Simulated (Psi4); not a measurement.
C3H10Sn, singlet, at a GFN2-xTB geometry (such geometries of metal compounds can be far from the true shape) (core potentials on Sn); PBE/def2-SVP run with Psi4.

The Psi4 input:
```
memory 2 GB

molecule {
0 1
Sn    0.79572838    0.39351078   -0.07543747
C    -0.46363538   -1.33594436    0.29266232
C    -1.87898955   -1.22251824   -0.24167918
C    -2.66405099   -0.09916044    0.41306105
H     2.40703238   -0.01267668    0.00398902
H     0.54605367    1.04354948   -1.58652734
H     0.58409765    1.63356229    1.01379199
H     0.02951854   -2.19527223   -0.16047705
H    -0.48892936   -1.51175267    1.36719432
H    -1.85620879   -1.06862689   -1.32246506
H    -2.38908017   -2.17297980   -0.05923977
H    -2.67040901   -0.21946769    1.49406620
H    -2.21652843    0.86597269    0.17830505
H    -3.69190978   -0.09210898    0.05897080
}

set {
  basis def2-svp
}

energy('pbe')
print_variables()
```

The log (banner, timings and long lists left out):

```
   => Loading Basis Set <=

    Name: DEF2-SVP
    Role: ORBITAL
    Keyword: BASIS

    !!!  WARNING: ECP capability is in beta. Please check occupations closely.  !!!

         ---------------------------------------------------------
                                   SCF
               by Justin Turney, Rob Parrish, Andy Simmonett
                          and Daniel G. A. Smith
                              RKS Reference
         ---------------------------------------------------------

  ==> Geometry <==

    Molecular point group: c1
    Full point group: C1

    Geometry (in Angstrom), charge = 0, multiplicity = 1:

       Center              X                  Y                   Z               Mass
    ------------   -----------------  -----------------  -----------------  -----------------
         SN           0.642054592427     0.324030633498    -0.060488407002   119.902201630000
         C           -0.617309167573    -1.405424506502     0.307611382998    12.000000000000
         C           -2.032663337573    -1.291998386502    -0.226730117002    12.000000000000
         C           -2.817724777573    -0.168640586502     0.428010112998    12.000000000000
         H            2.253358592427    -0.082156826502     0.018938082998     1.007825032230
         H            0.392379882427     0.974069333498    -1.571578277002     1.007825032230
         H            0.430423862427     1.564082143498     1.028741052998     1.007825032230
         H           -0.124155247573    -2.264752376502    -0.145527987002     1.007825032230
         H           -0.642603147573    -1.581232816502     1.382143382998     1.007825032230
         H           -2.009882577573    -1.138107036502    -1.307515997002     1.007825032230
         H           -2.542753957573    -2.242459946502    -0.044290707002     1.007825032230
         H           -2.824082797573    -0.288947836502     1.509015262998     1.007825032230
         H           -2.370202217573     0.796492543498     0.193254112998     1.007825032230
         H           -3.845583567573    -0.161589126502     0.073919862998     1.007825032230

  Running in c1 symmetry.

  Rotational constants: A =      0.31279  B =      0.05789  C =      0.05260 [cm^-1]
  Rotational constants: A =   9377.31612  B =   1735.43257  C =   1576.88738 [MHz]
  Nuclear repulsion =  206.704567651107823

  Charge       = 0
  Multiplicity = 1
  Electrons    = 50
  Nalpha       = 25
  Nbeta        = 25

  ==> Algorithm <==

[...]
   @DF-RKS iter   4:  -334.30713451441812   -1.18008e-02   1.05630e-03 ADIIS/DIIS
   @DF-RKS iter   5:  -334.31518904321956   -8.05453e-03   2.77236e-04 ADIIS/DIIS
   @DF-RKS iter   6:  -334.31575902336090   -5.69980e-04   4.73312e-05 DIIS
   @DF-RKS iter   7:  -334.31577236629590   -1.33429e-05   2.15423e-05 DIIS
   @DF-RKS iter   8:  -334.31577590006975   -3.53377e-06   4.17151e-06 DIIS
   @DF-RKS iter   9:  -334.31577602972357   -1.29654e-07   7.02858e-07 DIIS
  Energy and wave function converged.

  ==> Post-Iterations <==

   Electrons on quadrature grid:
      Ntotal   =   49.9999896568 ; deviation = -1.034e-05

    Orbital Energies [Eh]
    ---------------------

    Doubly Occupied:

[...]
      25A     -0.244754

    Virtual:

[...]
    Final Occupation by Irrep:
              A
    DOCC [    25 ]
    NA   [    25 ]
    NB   [    25 ]

  @DF-RKS Final Energy:  -334.31577602972357

   => Energetics <=

    Nuclear Repulsion Energy =            206.7045676511078227
    One-Electron Energy =                -947.0613092013985579
    Two-Electron Energy =                 443.8922646731197119
    DFT Exchange-Correlation Energy =     -37.8512991525525564
    Empirical Dispersion Energy =           0.0000000000000000
    VV10 Nonlocal Energy =                  0.0000000000000000
    Total Energy =                       -334.3157760297235654

Computation Completed

Properties will be evaluated at   0.000000,   0.000000,   0.000000 [a0]

Properties computed using the SCF density matrix

 Multipole Moments:

 ------------------------------------------------------------------------------------
     Multipole            Electronic (a.u.)      Nuclear  (a.u.)        Total (a.u.)
 ------------------------------------------------------------------------------------

 L = 1.  Multiply by 2.5417464519 to convert [e a0] to [Debye]
 Dipole X            :         56.3096039          -56.6239121           -0.3143082
 Dipole Y            :         27.0562612          -27.3864947           -0.3302335
 Dipole Z            :         -5.3446250            5.4040538            0.0594288
 Magnitude           :                                                    0.4597560

 ------------------------------------------------------------------------------------

  Variable Map:
  ----------------------------------------------------------------------------
[...]
  Array Variable Map:
  ----------------------------------------------------------------------------
[...]
[...]
```
